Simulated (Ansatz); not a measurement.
`[AlH2][CH2][SiH3]` and `[SiH3][CH2][AlH][S][SiH3]` differ in one atom or group.

Ansatz, PBE0-D4/def2-TZVP geometries, multiplicity 1. Each molecule was computed in one conformer, which needn't be the lowest.

```tsv
property	`[AlH2][CH2][SiH3]`
zero-point energy (PBE0-D4/def2-TZVP) / kJ/mol	168.1
HOMO–LUMO gap (B3LYP/def2-TZVPP) / eV	6.17
size of the dipole moment (ωB97M-V/def2-TZVPP) / D	1.06
LUMO energy (ωB97M-V/def2-TZVPP) / eV	0.10
LUMO energy (PBE/def2-TZVPP) / eV	-2.26
ideal-gas entropy at 298 K and 1 bar (rigid rotor, harmonic PBE0-D4/def2-TZVP) / J/(mol·K)	330
```

Question: Give the same properties after the change, and the shifts. (An estimate is asked.)

Answer: The calculation gave: 
```tsv
property	`[SiH3][CH2][AlH][S][SiH3]`	shift
zero-point energy (PBE0-D4/def2-TZVP) / kJ/mol	225.6	57.5
HOMO–LUMO gap (B3LYP/def2-TZVPP) / eV	6.04	-0.13
size of the dipole moment (ωB97M-V/def2-TZVPP) / D	1.62	0.56
LUMO energy (ωB97M-V/def2-TZVPP) / eV	0.37	0.27
LUMO energy (PBE/def2-TZVPP) / eV	-2.00	0.26
ideal-gas entropy at 298 K and 1 bar (rigid rotor, harmonic PBE0-D4/def2-TZVP) / J/(mol·K)	422	92
```

With PBE0 the HOMO rises by 0.37 eV and the LUMO rises by 0.24 eV, so the gap narrows by about 0.13 eV. PBE moves the HOMO by 0.29 eV and ωB97M-V by 0.40 eV. The zero-point energy changes by 57.5 kJ/mol with +12 modes. Dipoles are sizes alone; their direction can turn. Modes under 60 cm⁻¹, often nearly free rotors, make the harmonic entropy too high.

B3LYP here is the variant with VWN-RPA as its local correlation; programs differ in this.
